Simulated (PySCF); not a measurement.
# Trend along group 12: MAl cations

CCSD(T) with double-zeta basis sets in PySCF, for the lowest determinant that a PBE0 search found; no spin–orbit coupling. De refers to high-spin ground-configuration atoms (the charge goes to the atom of lower measured ionisation energy or higher electron affinity, which is not always the lowest computed limit).

```json
{"M": "Zn", "basis": "6-31G(d,p)", "reference, frozen orbitals": "RHF, 10", "charged atom": "Al+", "state (unpaired electrons)": "singlet (closed shell)", "Re (Å)": "2.820", "ωe (cm⁻¹)": "158", "De (eV)": "0.60"}
{"M": "Cd", "basis": "def2-SVPD", "reference, frozen orbitals": "RHF, 5", "charged atom": "Al+", "state (unpaired electrons)": "singlet (closed shell)", "Re (Å)": "3.067", "ωe (cm⁻¹)": "135", "De (eV)": "0.59"}
{"M": "Hg", "basis": "def2-SVP", "reference, frozen orbitals": "RHF, 5", "charged atom": "Al+", "state (unpaired electrons)": "singlet (closed shell)", "Re (Å)": "3.032", "ωe (cm⁻¹)": "114", "De (eV)": "0.37"}
```

The shortest bond is that of AlZn⁺ (2.820 Å), the longest that of AlCd⁺ (3.067 Å).

The rows differ in basis set, which adds steps of its own.

Down a group the atoms grow and get heavier, so bonds lengthen and wavenumbers fall; the exceptions here are the shorter bond at Hg. Relativity and the filled 4f shell contract the atoms of the sixth period.

Correlated steps freeze the inner cores (5 to 10 orbitals); shallow outer-core shells are correlated. Weak bonds: AlHg⁺. Basis-set superposition, not corrected here, can be much of De in a small basis, most of all at correlated wavefunction levels. Spin–orbit coupling is left out. For an ion De counts to the pair picked by the measured ionisation energies or electron affinities, which need not be the lowest pair at this level.
